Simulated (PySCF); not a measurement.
```xyz
6
charge 0 multiplicity 2, angstrom
Re   -0.0328    0.1396    0.0000
S     0.0000   -1.9401    0.0000
O     0.1337    1.0604    1.6061
O     0.1337    1.0604   -1.6061
H     0.9199    0.9918    2.1652
H     0.9199    0.9918   -2.1652
```

Level of theory: UPBE0/[Re def2-SVP with ECP60, S def2-SVP, O def2-SVP, H def2-SVP], scalar-relativistic core potentials, density fitting, no spin–orbit coupling, PySCF.

This geometry of ReS(OH)₂ is a stationary point at this level.

Task: What is the point group?

Result: Cs.

Task: Is it a minimum?

Result: Yes: all harmonic wavenumbers are real.

Task: Give the atomic charges and bond orders.

Result: 
```tsv
atom	Mulliken	Löwdin	polar tensor	spin (Mulliken)	Mayer order to Re1
Re1	0.53	-0.26	1.27	1.03	–
S2	-0.18	0.25	-0.44	-0.11	2.35
O3,4	-0.42	-0.11	-0.77	0.02	1.16
H5,6	0.24	0.12	0.36	0.02	0.03
```
Other Mayer orders above 0.3: O–H 0.92 (×2).

Task: Give the ideal-gas entropy at 298.15 K and 1 bar by parts.

Result: translation 177.9, rotation 111.7, vibration 51.7, spin 5.8; total 347.0 J/(mol K).

Only a few start shapes were tried, so a lower isomer may exist. Other spin states or occupations of the open shell can lie lower. No spin–orbit coupling is included, which matters more the heavier the element.
